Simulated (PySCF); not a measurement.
PySCF input (B3PW91/6-31G* (5d)):

```python
from pyscf import gto, dft

mol = gto.M(
    atom='''
    C     2.37515900   -0.41602000    0.29645000
    C     1.37149500    0.45719000    0.20096200
    N     0.01516000    0.15895400   -0.00270500
    Si   -0.49241600   -1.50456400   -0.18287300
    Si   -1.17216700    1.44103100   -0.03664800
    H     2.23901200   -1.48797400    0.23089200
    H     3.38298400   -0.05924200    0.44642200
    H     1.58754100    1.51775400    0.27982700
    H    -1.95979000   -1.44914700   -0.36597100
    H    -0.16546700   -2.30255000    1.02030300
    H     0.14598500   -2.13384500   -1.36062500
    H    -0.43419300    2.72238700    0.01080100
    H    -1.98231000    1.36531600   -1.27328700
    H    -2.09564500    1.35706900    1.11939000
    ''',
    basis='6-31g*',
    charge=0,
    spin=0,
    verbose=4,
)

mf = dft.RKS(mol, xc='b3pw91')
mf.grids.level = 3
mf.conv_tol = 1e-9
mf.max_cycle = 100
mf.max_memory = 1500
mf.kernel()
if not mf.converged:
    mf = mf.newton()
    mf.kernel(mf.make_rdm1())
mf.dip_moment()
```

From the output:

```
DIIS = <class 'pyscf.scf.diis.CDIIS'>
diis_start_cycle = 1
diis_space = 8
diis_damp = 0
SCF conv_tol = 1e-09
SCF conv_tol_grad = None
SCF max_cycles = 100
direct_scf = True
direct_scf_tol = 1e-13
XC library pyscf.dft.libxc version 7.1.2
    S. Lehtola, C. Steigemann, M. J. T. Oliveira, and M. A. L. Marques,  SoftwareX 7, 1–5 (2018)
XC functionals = b3pw91
    A. D. Becke,  J. Chem. Phys. 98, 5648 (1993)
radial grids:
    Treutler-Ahlrichs [JCP 102, 346 (1995); DOI:10.1063/1.469408] (M4) radial grids

becke partition: Becke, JCP 88, 2547 (1988); DOI:10.1063/1.454033
pruning grids: <function nwchem_prune>
grids dens level: 3
symmetrized grids: False
atomic radii adjust function: <function treutler_atomic_radii_adjust>
small_rho_cutoff = 0
Set gradient conv threshold to 3.16228e-05
Initial guess from minao.
tot grids = 168776
init E= -715.421475135153
  HOMO = -0.269608426105359  LUMO = -0.0521841023570522  gap/eV = 5.91642
cycle= 1 E= -715.164208935114  delta_E= 0.257  |g|= 0.413  |ddm|= 3.28
  HOMO = -0.149350309406334  LUMO = 0.0168954969677801  gap/eV = 4.52378
cycle= 2 E= -715.138037335118  delta_E= 0.0262  |g|= 0.522  |ddm|= 0.864
  HOMO = -0.21847941867812  LUMO = 0.010282002072572  gap/eV = 6.22492
cycle= 3 E= -715.206351049369  delta_E= -0.0683  |g|= 0.0596  |ddm|= 0.519
  HOMO = -0.218838928019226  LUMO = 0.0116620079896768  gap/eV = 6.27225
cycle= 4 E= -715.206992145546  delta_E= -0.000641  |g|= 0.0266  |ddm|= 0.067
  HOMO = -0.21751035031782  LUMO = 0.0104908347648696  gap/eV = 6.20423
cycle= 5 E= -715.207152767793  delta_E= -0.000161  |g|= 0.00872  |ddm|= 0.03
  HOMO = -0.217392333224855  LUMO = 0.0108182427843935  gap/eV = 6.20993
cycle= 6 E= -715.207170580345  delta_E= -1.78e-05  |g|= 0.00312  |ddm|= 0.0102
  HOMO = -0.217612309064349  LUMO = 0.0108181181982046  gap/eV = 6.21591
cycle= 7 E= -715.207173111803  delta_E= -2.53e-06  |g|= 0.000298  |ddm|= 0.00306
  HOMO = -0.21760695659505  LUMO = 0.010838926584209  gap/eV = 6.21633
cycle= 8 E= -715.207173136734  delta_E= -2.49e-08  |g|= 6.13e-05  |ddm|= 0.000417
  HOMO = -0.217601880274444  LUMO = 0.0108432691266129  gap/eV = 6.21631
cycle= 9 E= -715.207173137823  delta_E= -1.09e-09  |g|= 1.31e-05  |ddm|= 9.31e-05
  HOMO = -0.217601003947273  LUMO = 0.0108431331888612  gap/eV = 6.21628
cycle= 10 E= -715.207173137886  delta_E= -6.34e-11  |g|= 1.75e-06  |ddm|= 1.97e-05
  HOMO = -0.217601166766973  LUMO = 0.0108430776807062  gap/eV = 6.21628
Extra cycle  E= -715.20717313788  delta_E= 6.14e-12  |g|= 1.74e-06  |ddm|= 4.27e-06
converged SCF energy = -715.20717313788
Dipole moment(X, Y, Z, Debye): -0.33400,  0.27184, -0.03781
```

The geometry given is a B3LYP-D3(BJ)/def2-TZVP minimum.
